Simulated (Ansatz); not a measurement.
CH5Ga (SMILES [CH3][GaH2]) moved off its minimum; all values from Ansatz (an electronic-structure program), cores frozen in correlated methods.
(charge 0, multiplicity 1)
```xyz
7

Ga    -0.0591    -0.1206    -0.3605
H     -1.2523    -0.3004    -1.2840
H      1.3350    -0.7702    -0.9471
C     -0.0997     0.7326     1.3008
H     -0.0477     1.7622     1.2877
H      0.7934     0.5029     1.8764
H     -0.9054     0.4860     1.9221
```

```
level               largest force (eV/Å)  on atom  rms difference from CCSD(T)/cc-pVTZ (eV/Å)  dipole (D)
------------------  --------------------  -------  ------------------------------------------  ----------
HF/def2-TZVPP                       2.59      Ga1                                       0.143        1.25
PBE/def2-TZVPP                      2.82       H5                                       0.183        1.27
r2SCAN/def2-TZVPP                   2.59       H5                                       0.184        1.28
B3LYP/def2-TZVPP                    2.56       H5                                       0.103        1.25
wB97M-V/def2-TZVPP                  2.53       H5                                       0.157        1.23
MP2/cc-pVTZ                         2.52       H5                                       0.056        1.19
CCSD(T)/cc-pVTZ                     2.61       H5                                       0.000        1.18
```

The differences count from one level among others, with limits of its own. Forces at CCSD(T)/cc-pVTZ (eV/Å):

| atom | Fx | Fy | Fz |
|---|---|---|---|
| Ga1 | 1.401 | -1.141 | -1.677 |
| H2 | -0.981 | -0.083 | -0.618 |
| H3 | -0.441 | 0.273 | 0.285 |
| C4 | 1.427 | -0.754 | 1.536 |
| H5 | -0.203 | 2.567 | -0.455 |
| H6 | 0.260 | -0.411 | 0.095 |
| H7 | -1.463 | -0.452 | 0.834 |
